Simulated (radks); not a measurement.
Minus the highest occupied eigenvalue as an estimate of the ionisation energy, Ir60+ to Ir76+. The LB94 potential has the -1/r tail that LDA and GGA lack but no energy functional. All-electron calculation, scalar-relativistic Kohn-Sham, LB94 model potential, spin-polarised, spherical densities, finite nucleus; open shells are filled with parallel spins first (spin-orbit coupling, left out, can overturn this in heavy ions); Fermi nuclear charge, rms radius 5.4032 fm. Program: a radial shooting solver on a logarithmic mesh with Libxc functionals.

[
 {"species": "Ir60+", "configuration": "[Ne] 3s2 3p5", "HOMO": "3p down", "-e(HOMO) (eV)": "6564.3", "<r> (bohr)": "0.175", "IE, NIST (eV)": "6441", "kind": "theory"},
 {"species": "Ir61+", "configuration": "[Ne] 3s2 3p4", "HOMO": "3p down", "-e(HOMO) (eV)": "6695.2", "<r> (bohr)": "0.175", "IE, NIST (eV)": "6580", "kind": "theory"},
 {"species": "Ir62+", "configuration": "[Ne] 3s2 3p3", "HOMO": "3p up", "-e(HOMO) (eV)": "6847.0", "<r> (bohr)": "0.174", "IE, NIST (eV)": "6708", "kind": "theory"},
 {"species": "Ir63+", "configuration": "[Ne] 3s2 3p2", "HOMO": "3p up", "-e(HOMO) (eV)": "6980.3", "<r> (bohr)": "0.173", "IE, NIST (eV)": "7274", "kind": "theory"},
 {"species": "Ir64+", "configuration": "[Ne] 3s2 3p1", "HOMO": "3p up", "-e(HOMO) (eV)": "7114.1", "<r> (bohr)": "0.172", "IE, NIST (eV)": "7421", "kind": "theory"},
 {"species": "Ir65+", "configuration": "[Ne] 3s2", "HOMO": "3s", "-e(HOMO) (eV)": "7746.5", "<r> (bohr)": "0.174", "IE, NIST (eV)": "7710", "kind": "theory"},
 {"species": "Ir66+", "configuration": "[Ne] 3s1", "HOMO": "3s up", "-e(HOMO) (eV)": "7886.0", "<r> (bohr)": "0.173", "IE, NIST (eV)": "7850", "kind": "theory"},
 {"species": "Ir67+", "configuration": "[Ne]", "HOMO": "2p", "-e(HOMO) (eV)": "17485.9", "<r> (bohr)": "0.0650", "IE, NIST (eV)": "17040", "kind": "theory"},
 {"species": "Ir68+", "configuration": "[He] 2s2 2p5", "HOMO": "2p down", "-e(HOMO) (eV)": "17837.7", "<r> (bohr)": "0.0646", "IE, NIST (eV)": "17390", "kind": "theory"},
 {"species": "Ir69+", "configuration": "[He] 2s2 2p4", "HOMO": "2p down", "-e(HOMO) (eV)": "18187.3", "<r> (bohr)": "0.0642", "IE, NIST (eV)": "17770", "kind": "theory"},
 {"species": "Ir70+", "configuration": "[He] 2s2 2p3", "HOMO": "2p up", "-e(HOMO) (eV)": "18623.5", "<r> (bohr)": "0.0638", "IE, NIST (eV)": "18120", "kind": "theory"},
 {"species": "Ir71+", "configuration": "[He] 2s2 2p2", "HOMO": "2p up", "-e(HOMO) (eV)": "18985.2", "<r> (bohr)": "0.0634", "IE, NIST (eV)": "20210", "kind": "theory"},
 {"species": "Ir72+", "configuration": "[He] 2s2 2p1", "HOMO": "2p up", "-e(HOMO) (eV)": "19344.5", "<r> (bohr)": "0.0630", "IE, NIST (eV)": "20650", "kind": "theory"},
 {"species": "Ir73+", "configuration": "[He] 2s2", "HOMO": "2s", "-e(HOMO) (eV)": "21244", "<r> (bohr)": "0.0706", "IE, NIST (eV)": "21200", "kind": "theory"},
 {"species": "Ir74+", "configuration": "[He] 2s1", "HOMO": "2s up", "-e(HOMO) (eV)": "21593", "<r> (bohr)": "0.0704", "IE, NIST (eV)": "21556.6", "kind": "theory"},
 {"species": "Ir75+", "configuration": "[He]", "HOMO": "1s", "-e(HOMO) (eV)": "86589", "<r> (bohr)": "0.0174", "IE, NIST (eV)": "86442.4", "kind": "theory"},
 {"species": "Ir76+", "configuration": "1s1", "HOMO": "1s up", "-e(HOMO) (eV)": "88080", "<r> (bohr)": "0.0172", "IE, NIST (eV)": "88114", "kind": "theory"}
]

Reference values: NIST Atomic Spectra Database (exp. = measured, semi-emp. = semi-empirical, theory = theoretical value adopted there). Open shells are spherical and high-spin; term and fine-structure splittings are not resolved. Spin-orbit splitting is averaged out at the scalar-relativistic level.
